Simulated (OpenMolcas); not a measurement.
# P+: Slater's ratio, thermal populations, the spin-orbit constant, worked from levels

```json
{"Program": "OpenMolcas", "Basis": "ANO-R2 [5s4p3d1f]", "Scalar Hamiltonian": "X2C, finite nucleus", "Active space": "4 electrons in 8 orbitals (3s 3p 4s 4p)", "State averaging": "2S+1 = 3 even, 6 roots kept (CI in the orbitals of an earlier block); 2S+1 = 1 even, 9 roots; 2S+1 = 5 odd, 1 root; 2S+1 = 3 odd, 9 roots; 2S+1 = 1 odd, 8 roots", "Spin-orbit coupling": "state interaction with AMFI integrals over the reference wave functions, term energies averaged over their components"}
```

Methods: CASSCF; MS-CASPT2, IPEA 0.25 Eh, imaginary shift 0.1 Eh (closed shells correlated: 2s 2p). Measured levels: NIST Handbook of Basic Atomic Spectroscopic Data.

**Slater's ratio.** With one set of orbitals, p2 has 1D - 3P = 6 F2 and 1S - 1D = 9 F2 (F2 = F²/25), a ratio of 3/2. Term energies are centres of gravity, weighted by 2J + 1.

| Source | 1D - 3P | 1S - 3P | F2 from the first | Ratio |
| --- | --- | --- | --- | --- |
| CASSCF | 10164 | 18836 | 1694 | 0.853 |
| MS-CASPT2 | 8957 | 20961 | 1493 | 1.340 |
| measured | 8567 | 21260 | 1428 | 1.482 |

Energies in cm-1. A ratio away from 3/2 shows effects beyond one configuration with one set of orbitals, and in heavier atoms second-order spin-orbit shifts. In CASSCF the valence s occupation is 1.89 in 1S against 1.96 in 1D: mixing out of s² acts most on 1S and pulls it down.

**Thermal populations.** Z = Σ (2J + 1) exp(-E/kT) with k = 0.695035 cm-1/K, over the levels below. No other level of either list lies under 76700 cm-1, which is above 7 kT at each temperature.

```
       Level  2J + 1  MS-CASPT2  measured
 3s2 3p2 3P0       1        0.0       0.0
 3s2 3p2 3P1       3        138       165
 3s2 3p2 3P2       5        398       469
 3s2 3p2 1D2       5       9220      8882
 3s2 3p2 1S0       1      21230     21576
3s 3p3 5S* 2       5      42480     45697
3s 3p3 3D* 1       3      63860     65251
3s 3p3 3D* 2       5      63880     65272
3s 3p3 3D* 3       7      63920     65307
```

| T (K) | Z, MS-CASPT2 | Z, measured levels | Ground level (%), MS-CASPT2 | Ground level (%), measured levels |
| --- | --- | --- | --- | --- |
| 5000 | 8.697 | 8.620 | 11.5 | 11.6 |
| 8000 | 9.558 | 9.542 | 10.5 | 10.5 |
| 12000 | 10.489 | 10.494 | 9.5 | 9.5 |

At 12000 K, kT = 8340 cm-1, and the computed levels give Z = 1.000 + 2.951 + 4.767 + 1.655 + 0.078 + 0.031 + 0.001 + 0.002 + 0.003 = 10.489.

**The spin-orbit constant.** For the Hund term 3P of p2, E(J) = (A/2) J(J+1) + constant and ζ = 2S·A = 2A. From J = 0 to J = 2 the energy changes by 3 A.

| Source | E(2) - E(0) | A | ζ |
| --- | --- | --- | --- |
| CASSCF | 401.8 | 133.9 | 268 |
| MS-CASPT2 | 398.2 | 132.7 | 265 |
| measured | 469.1 | 156.4 | 313 |

All in cm-1. MS-CASPT2 is off by -15.1 % and CASSCF by -14.3 %. Both methods take the spin-orbit matrix elements from the reference wave functions, so the second can move ζ only through the term energies and any multistate remixing. Second-order mixing with other terms is absorbed into this ζ.

CASPT2 does not keep the components of a term degenerate, so their means are used; among the terms shown or strongly mixed into the levels shown the widest spread is 360 cm-1 (3s 3p3 3D*, MS-CASPT2). Over all roots computed the reference weight is 0.83 to 0.98 in MS-CASPT2; the roots of lowest weight are the least certain, and an intruder state may touch them. Terms from blocks run as CI alone lack orbitals of their own. The run also gave levels led by 3s 3p2 4s, 3s2 3p 4p, which use shells meant for correlation; these and all levels above them are left out. Terms of s pⁿ other than that of highest spin mix with s² pⁿ⁻² d, which this space lacks; all of them can be thousands of cm-1 off, and some have no real level of that name. Without dynamic correlation excited terms often stand tens of per cent too high (terms of higher spin than the ground term too low), and those without a measured partner can miss by more than the paired ones (holds for CASSCF). Measured partners are found by configuration, term and J. A level has none where our copy of the source lacks it or the pairing is in doubt (some pairs that miss far off the trend of their configuration count as doubtful), and it then counts in no deviation. Levels of configurations outside the active space are missing.

* marks odd parity.
